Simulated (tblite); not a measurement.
Compound: C7H8NO (doublet state).
Structure used (GFN2-xTB), in Å, numbered top down from 1:
```xyz
17
C7H8NO angstrom
C     -3.7488    0.7961    0.4948
C     -2.6697    0.4948    0.0651
C     -1.3686    0.2191   -0.5011
O     -0.8042    0.9755   -1.2671
N     -0.8706   -0.9823   -0.1079
C      0.4548   -1.4073   -0.4698
C      1.4791   -1.0657    0.6303
C      2.0697    0.0805    0.7288
C      2.1557    1.3840    0.0986
H     -4.6952    1.0403    0.8795
H     -1.3548   -1.4935    0.6141
H      0.4555   -2.4845   -0.6468
H      0.7206   -0.8767   -1.3858
H      1.6457   -1.8596    1.3459
H      1.3845    1.4970   -0.6750
H      3.1373    1.5244   -0.3534
H      2.0018    2.1700    0.8387
```

Level: GFN2-xTB in tblite, geometry and Hessian alike; calculated harmonic values, unscaled, isolated species. Errors from tens to a few hundred cm⁻¹ against measured bands are possible. One conformer, not necessarily the lowest. Open shells enter through the occupations alone, without spin polarisation, and single modes of such species can be off by tens of per cent.

Harmonic wavenumbers (cm⁻¹): 32.8, 75.0, 79.6, 124.1, 143.7, 176.2, 227.8, 277.9, 313.1, 406.6, 493.3, 505.1, 521.6, 564.1, 610.0, 682.5, 713.2, 767.1, 844.5, 881.8, 976.8, 1014.7, 1027.4, 1038.7, 1077.8, 1168.7, 1183.2, 1251.8, 1280.3, 1372.3, 1391.2, 1422.9, 1429.8, 1446.3, 1704.0, 1799.3, 2244.6, 2881.4, 2965.7, 2992.2, 2993.6, 3002.8, 3027.4, 3378.8, 3448.6.

A = 2990, B = 975.5, C = 858.8 MHz; mass 122.061 u (most abundant isotopes); point group C1, symmetry number 1; spin multiplicity 2.

Zero-point energy?

½Σν̃ = 27980 cm⁻¹ = 334.72 kJ/mol.

Give the ideal-gas entropy at 298.15 K and 1 bar in the rigid-rotor, harmonic-oscillator model (classical rotation).

Translation 168.78, rotation 122.35, vibration 134.65, spin (R ln 2) 5.76: S = 431.5 J/(mol K).

And Cp and H(298.15 K) − H(0)?

Cp = 161.47 J/(mol K), of which vibrations give 128.21 (their classical limit is 45 R = 374.2); H(298.15 K) − H(0) = 30.26 kJ/mol without the zero-point energy, 20.34 from vibrations.

How do the functions run with temperature in this model?

```
T (K)  S (J/(mol K))  Cp (J/(mol K))  H − H(0) (kJ/mol)  G − H(0) (kJ/mol)  ln q(vib)
  150          342.4           104.0              10.56             -40.81       3.76
  250          404.7           143.2              22.92             -78.26       6.65
  400          484.1           196.9              48.56            -145.07      10.74
  600          574.7           250.1              93.61            -251.20      15.85
  900          686.5           300.8             176.88            -440.99      22.81
```

q(vib) and H(0) count from the zero-point level.

Which modes carry the vibrational entropy at 298.15 K?

32.8 cm⁻¹: 23.65; 75.0 cm⁻¹: 16.81; 79.6 cm⁻¹: 16.32; 124.1 cm⁻¹: 12.70; 143.7 cm⁻¹: 11.52; 176.2 cm⁻¹: 9.91 J/(mol K); the other 39 give 43.73 together.

Blend soft modes into free rotors: weight 1/[1 + (100 cm⁻¹/ν̃)⁴] for the oscillator and the rest for a rotor with moment μB/(μ + B), μ = h/(8π²ν), B = 10⁻⁴⁴ kg m². What vibrational entropy results?

121.78 J/(mol K) in place of 134.65, which changes −T·S at 298.15 K by +3.84 kJ/mol.

What must be added to the electronic energy to get the Gibbs energy at 298.15 K and 1 bar?

ZPE + [H(298.15 K) − H(0)] − T·S = 334.72 + 30.26 − 128.66 = 236.32 kJ/mol.

Hindered rotation and anharmonicity are outside this model. Other conformers, if any are populated, would add a mixing term that is left out. The structure is chiral; the term R ln 2 for an equal mix with its mirror image is left out.
